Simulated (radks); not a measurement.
Values are calculated unless marked as measured or tabulated.
Task: Code: a radial shooting solver on a logarithmic mesh with Libxc functionals. Model: non-relativistic Kohn-Sham, LB94 model potential, spin-polarised, spherical densities, point nucleus. Response by self-consistent Sternheimer equations with the Hartree and adiabatic LDA kernel. Estimate the static dipole polarisabilities of Mg ([Ne] 3s2) and Ar6+ ([Ne] 3s2) and the C6 coefficients of the three pairs.

Result: alpha = 60.66 and 1.964 bohr^3; C6 = 486.6 (Mg-Mg), 26.41 (Mg-Ar6+), 2.406 (Ar6+-Ar6+) hartree bohr^6.
